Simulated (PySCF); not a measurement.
## EPR parameters of C6H9O3

Compound: C₆H₉O₃ (doublet state).
Z-matrix (Å and degrees, GFN2-xTB geometry), rows numbered from 1:
```
C 
C   1  1.4750
C   2  1.4739  1  122.88
C   3  1.5152  2   92.54  1    88.03
O   4  1.1994  3  126.52  2    88.77
O   4  1.3867  3  109.99  2   -90.14
C   6  1.3689  4  121.17  3   145.05
C   7  1.5014  6  109.82  4   161.46
O   7  1.1926  6  123.63  4   -21.07
H   1  1.0949  2  111.18  3  -111.12
H   1  1.0876  2  111.56  3    10.46
H   1  1.0927  2  110.02  3   131.54
H   2  1.0772  1  118.41  3   170.16
H   3  1.0872  2  113.99  1   -26.92
H   3  1.0870  2  113.92  1  -157.94
H   8  1.0878  7  108.98  6   -65.08
H   8  1.0872  7  109.67  6    53.08
H   8  1.0855  7  109.71  6   174.52
```

The hyperfine couplings belong to this conformer and change with its torsions.

As a line formula: `C[CH]CC(=O)OC(C)=O` [radical].

The calculation used PySCF, UKS B3LYP, pcH-1 on C H O, non-relativistic, mean-field spin-orbit, GIAO. Geometry: GFN2-xTB, one conformer, isolated molecule. A GFN2-xTB geometry isn't a minimum of the functional, and hyperfine couplings can be far from their values at a DFT geometry. Stability of the SCF solution: not tested.

- g1, g2, g3: 2.00253, 2.00308, 2.00435
- g_iso: 2.00332
- Form of g: rhombic: the two nearest values differ by 30 % of g3 − g1
- ⟨S²⟩: 0.7565 (exact 0.7500)
- α and β electrons: 35, 34
- Total energy: -459.71827 Eh

Hyperfine couplings atom by atom, in MHz; T1 to T3 are the principal values of the dipolar part; ρ(0) is the spin density at the nucleus:

```json
{"atom": "C1", "isotope": "13C", "a_iso": "-31.4", "T1": "-2.6", "T2": "1.0", "T3": "1.6", "Mulliken spin population": "-0.08", "ρ(0) (bohr⁻³)": "-0.0279"}
{"atom": "C2", "isotope": "13C", "a_iso": "85.9", "T1": "-75.5", "T2": "-74.3", "T3": "149.9", "Mulliken spin population": "0.93", "ρ(0) (bohr⁻³)": "0.0764"}
{"atom": "C3", "isotope": "13C", "a_iso": "-26.7", "T1": "-3.0", "T2": "0.0", "T3": "3.0", "Mulliken spin population": "-0.07", "ρ(0) (bohr⁻³)": "-0.0237"}
{"atom": "C4", "isotope": "13C", "a_iso": "81.2", "T1": "-10.9", "T2": "-4.2", "T3": "15.2", "Mulliken spin population": "0.03", "ρ(0) (bohr⁻³)": "0.0722"}
{"atom": "O5", "isotope": "17O", "a_iso": "-8.1", "T1": "-38.2", "T2": "18.0", "T3": "20.1", "Mulliken spin population": "0.11", "ρ(0) (bohr⁻³)": "0.0134"}
{"atom": "O6", "isotope": "17O", "a_iso": "-5.6", "T1": "-2.1", "T2": "0.3", "T3": "1.8", "Mulliken spin population": "0.00", "ρ(0) (bohr⁻³)": "0.0092"}
{"atom": "C7", "isotope": "13C", "a_iso": "3.4", "T1": "-0.8", "T2": "-0.7", "T3": "1.4", "Mulliken spin population": "0.00", "ρ(0) (bohr⁻³)": "0.0030"}
{"atom": "C8", "isotope": "13C", "a_iso": "0.3", "T1": "-0.2", "T2": "-0.2", "T3": "0.4", "Mulliken spin population": "0.00", "ρ(0) (bohr⁻³)": "0.0002"}
{"atom": "O9", "isotope": "17O", "a_iso": "-0.3", "T1": "-1.8", "T2": "0.5", "T3": "1.3", "Mulliken spin population": "0.00", "ρ(0) (bohr⁻³)": "0.0005"}
{"atom": "H10", "isotope": "1H", "a_iso": "116.2", "T1": "-4.9", "T2": "-3.2", "T3": "8.1", "Mulliken spin population": "0.05", "ρ(0) (bohr⁻³)": "0.0260"}
{"atom": "H11", "isotope": "1H", "a_iso": "3.0", "T1": "-4.2", "T2": "-3.4", "T3": "7.7", "Mulliken spin population": "0.00", "ρ(0) (bohr⁻³)": "0.0007"}
{"atom": "H12", "isotope": "1H", "a_iso": "100.3", "T1": "-5.1", "T2": "-3.6", "T3": "8.8", "Mulliken spin population": "0.04", "ρ(0) (bohr⁻³)": "0.0224"}
{"atom": "H13", "isotope": "1H", "a_iso": "-58.2", "T1": "-35.3", "T2": "-0.4", "T3": "35.8", "Mulliken spin population": "-0.04", "ρ(0) (bohr⁻³)": "-0.0130"}
{"atom": "H14", "isotope": "1H", "a_iso": "34.2", "T1": "-4.1", "T2": "-3.4", "T3": "7.5", "Mulliken spin population": "0.02", "ρ(0) (bohr⁻³)": "0.0076"}
{"atom": "H15", "isotope": "1H", "a_iso": "38.5", "T1": "-4.4", "T2": "-3.1", "T3": "7.5", "Mulliken spin population": "0.02", "ρ(0) (bohr⁻³)": "0.0086"}
{"atom": "H16", "isotope": "1H", "a_iso": "0.3", "T1": "-0.6", "T2": "-0.5", "T3": "1.0", "Mulliken spin population": "0.00", "ρ(0) (bohr⁻³)": "0.0001"}
{"atom": "H17", "isotope": "1H", "a_iso": "0.0", "T1": "-0.7", "T2": "-0.6", "T3": "1.3", "Mulliken spin population": "0.00", "ρ(0) (bohr⁻³)": "0.0000"}
{"atom": "H18", "isotope": "1H", "a_iso": "-0.1", "T1": "-0.5", "T2": "-0.4", "T3": "0.9", "Mulliken spin population": "0.00", "ρ(0) (bohr⁻³)": "0.0000"}
```

Largest spin populations (Mulliken): C2 (+0.93), O5 (+0.11), C1 (-0.08) and C3 (-0.07). C2 is the only atom above +0.15. The positive populations add up to 1.19 and the negative ones to -0.19, together 2S = 1. The angles at C2 add up to 359.3°, so it is planar; its axial dipolar tensor and the negative coupling of its proton fit spin in a p orbital normal to that plane.

Under fast tumbling the dipolar parts average out, and these isotropic splittings remain: 3 × 1H (H10/H11/H12, I = 1/2, 4 lines) with 2.61 mT, 1 × 1H (H13, I = 1/2, 2 lines) with 2.08 mT and 2 × 1H (H14/H15, I = 1/2, 3 lines) with 1.30 mT.

Means are taken over nuclei equivalent by connectivity, which assumes that they swap fast. The three 1H nuclei of mean +73.2 MHz run from 3.0 to 116.2 MHz in the frozen geometry.

The 17O coupling of O5 (-8.1 MHz) shows only in satellite lines or after enrichment, since that isotope makes up about 0.038 % of natural oxygen.

The 13C coupling of C2 (85.9 MHz) shows only in satellite lines or after enrichment, since that isotope makes up about 1.07 % of natural carbon.

The spin density at the nucleus, in bohr⁻³, is negative for C1 (-0.0279), C3 (-0.0237) and H13 (-0.0130), for instance. A restricted open-shell determinant has no negative spin density anywhere; here it arises because α and β orbitals differ (spin polarisation).

Hardware: Arm Neoverse V1, one thread, shared host with 32 logical CPUs at a one-minute load of 30. Cost: 1.9 min (grids of density and orbitals included), 1.1 GiB resident at most.
